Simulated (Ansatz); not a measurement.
One change: `CO[SiH](F)S` becomes `F[SiH]([AlH2])S`.

Ansatz, PBE0-D4/def2-TZVP geometries, multiplicity 1. Each molecule was computed in one conformer, which needn't be the lowest. `F[SiH]([AlH2])S` holds a close contact that its SMILES doesn't draw: S···Al 2.53 Å.

| property | `CO[SiH](F)S` |
| --- | --- |
| HOMO energy (PBE0/def2-TZVPP) / eV | -7.86 |
| HOMO energy (ωB97M-V/def2-TZVPP) / eV | -10.08 |
| ideal-gas entropy at 298 K and 1 bar (rigid rotor, harmonic PBE0-D4/def2-TZVP) / J/(mol·K) | 367 |
| size of the dipole moment (B3LYP/def2-TZVPP) / D | 1.76 |
| LUMO energy (PBE0/def2-TZVPP) / eV | 0.27 |
| LUMO energy (PBE/def2-TZVPP) / eV | -0.69 |

(1) What does the change do to each property? (An estimate is asked.)

Results:

(1) Ansatz gave: 
```
                                                                                  property  `F[SiH]([AlH2])S`  shift
                                                        HOMO energy (PBE0/def2-TZVPP) / eV              -7.14   0.72
                                                     HOMO energy (ωB97M-V/def2-TZVPP) / eV              -9.11   0.97
ideal-gas entropy at 298 K and 1 bar (rigid rotor, harmonic PBE0-D4/def2-TZVP) / J/(mol·K)                343    -24
                                          size of the dipole moment (B3LYP/def2-TZVPP) / D               0.24  -1.52
                                                        LUMO energy (PBE0/def2-TZVPP) / eV              -0.94  -1.21
                                                         LUMO energy (PBE/def2-TZVPP) / eV              -1.82  -1.13
```

With PBE0 the HOMO rises by 0.72 eV and the LUMO falls by 1.21 eV, so the gap narrows by about 1.93 eV. PBE moves the HOMO by 0.50 eV and ωB97M-V by 0.97 eV. The zero-point energy changes by -75.6 kJ/mol with -6 modes. Dipoles are sizes alone; their direction can turn.

B3LYP here is the variant with VWN-RPA as its local correlation; programs differ in this.
